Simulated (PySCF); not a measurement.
SMILES CO[Si]([O])(OC)OC (C3H9O4Si), doublet, GFN2-xTB optimised geometry.

```
17

C      1.05    -1.95     0.18
O      0.23    -0.85     0.00
Si    -1.42    -0.85     0.00
O     -2.08    -1.68    -1.14
O     -1.81     0.76     0.00
C     -1.51     1.67    -1.00
O     -1.81    -1.34     1.53
C     -3.07    -1.33     2.10
H      0.92    -2.65    -0.65
H      2.08    -1.61     0.19
H      0.80    -2.48     1.10
H     -0.44     1.68    -1.22
H     -2.05     1.41    -1.92
H     -1.84     2.65    -0.67
H     -3.53    -0.34     2.04
H     -2.98    -1.65     3.14
H     -3.72    -2.04     1.57
```

Density from PySCF 2.14.0 with unrestricted PBE0/def2-SVP at that geometry.

Minimum of the electron density along straight lines between bonded atoms, close to the bond critical point (lines longer than 1.1 times the sum of covalent radii, or with two minima, are not listed):

```tsv
bond	length / Å	ρ at the minimum / e bohr⁻³	∇²ρ there / e bohr⁻⁵	position (fraction from the first atom)
C1–O2	1.383	0.264	-0.21	0.33
O2–Si3	1.651	0.124	0.98	0.59
Si3–O4	1.558	0.159	1.48	0.41
Si3–O5	1.651	0.124	0.98	0.41
O5–C6	1.383	0.263	-0.21	0.67
Si3–O7	1.651	0.123	0.99	0.41
O7–C8	1.383	0.263	-0.17	0.67
C1–H9	1.096	0.279	-1.04	0.63
C1–H10	1.093	0.282	-1.08	0.64
C1–H11	1.093	0.281	-1.07	0.63
C6–H12	1.093	0.282	-1.07	0.64
C6–H13	1.096	0.279	-1.04	0.63
C6–H14	1.093	0.282	-1.08	0.64
C8–H15	1.093	0.282	-1.08	0.64
C8–H16	1.093	0.282	-1.08	0.64
C8–H17	1.096	0.279	-1.04	0.63
```
